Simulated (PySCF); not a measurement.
# One molecule, several mistakes: B2GeH6N cation

All numbers below are calculated, not measured. They come from PySCF 2.14.0, an open-source quantum chemistry program, on an isolated molecule that a program drew, which may never have been made. The molecule is B2GeH6N cation (charge +1, singlet), drawn as the SMILES string `[BH2][GeH2][B+]N`.

Each row is a Hartree-Fock (HF) and frozen-core CCSD(T) single point in the cc-pVDZ basis, meant for a local HF minimum. Run 1 is clean. Each other run has one planted mistake out of seven kinds, and not every kind appears here: one electron removed, one electron added, multiplicity raised by two, geometry at a saddle point, minimal basis STO-3G, one bond length entered in bohr, all coordinates scaled. The reference is restricted for singlets and unrestricted otherwise, and also for a bond in bohr. Adding or removing an electron swaps singlet and doublet. Electrons count all cores. HOMO and LUMO are orbital energies over both spins, the gradient is its largest component, and the lowest frequency (negative if imaginary) is given only where the gradient is small. Bond lengths are over the 9 bonds as drawn. T1 is the CCSD diagnostic: over 0.02 (restricted) or 0.045 (unrestricted) a single reference is doubtful. Germanium has the cc-pVDZ-PP basis, with a core potential (ECP10MDF) in place of its 10 inner electrons, and its 3s, 3p and 3d shells are frozen in CCSD(T).

Geometry of the clean run:
```xyz
10
B2GeH6N cation, angstrom
B    -0.4788    0.8637   -2.7233
Ge   -0.6850    0.6009   -0.6537
B     1.1371   -0.1369    0.1554
N     2.2784   -0.5961    0.6507
H    -1.4327    1.2798   -3.3010
H     0.5394    0.6087   -3.2864
H    -0.8765    1.8780    0.1550
H    -1.6665   -0.4820   -0.2234
H     3.0856   -0.7986    0.0800
H     2.4159   -0.7746    1.6347
```

```
run,electrons,basis functions,<S^2>,HOMO (eV),LUMO (eV),gradient (hartree/bohr),lowest frequency (cm^-1),mean bond (Å),longest bond (Å),T1,HF (hartree),CCSD(T) (hartree),mistake
1,54,95,0.000,-15.71,-3.67,2.3e-05,64,1.4439,2.126,0.0148,-400.43503,-400.90198,no fault
2,53,95,0.760,-22.85,-13.40,9.0e-02,-,1.4439,2.126,0.0170,-399.90170,-400.34460,one electron removed
3,55,95,0.766,-5.01,0.70,3.4e-02,-,1.4439,2.126,0.0233,-400.57609,-401.06707,one electron added
4,54,95,0.899,-13.82,-4.50,7.3e-03,-,1.5946,2.879,0.0313,-400.33938,-400.79056,one bond length entered in bohr
5,54,95,0.000,-15.60,-3.69,1.6e-02,-,1.4699,2.164,0.0152,-400.43230,-400.90203,?
6,54,95,2.028,-12.95,-7.43,1.5e-01,-,1.4439,2.126,0.0226,-400.26304,-400.69494,?
```

**Which mistake was planted in run 5, and what did it cost?**

The mean and the longest bond both change by the same factor, 1.018, and the gradient is no longer small. So the mistake is: all coordinates scaled. Subtracting run 1 and multiplying by 627.51 kcal/mol a hartree, the energy moved by 1.7 kcal/mol in HF and 0.0 kcal/mol in CCSD(T).

**Which mistake was planted in run 6, and what did it cost?**

Electrons, basis and geometry are unchanged, and <S^2> is 2.028, beside S(S+1) = 2.00 for a multiplicity of 3. So the mistake is: multiplicity raised by two. Subtracting run 1 and multiplying by 627.51 kcal/mol a hartree, the energy moved by 107.9 kcal/mol in HF and 129.9 kcal/mol in CCSD(T).

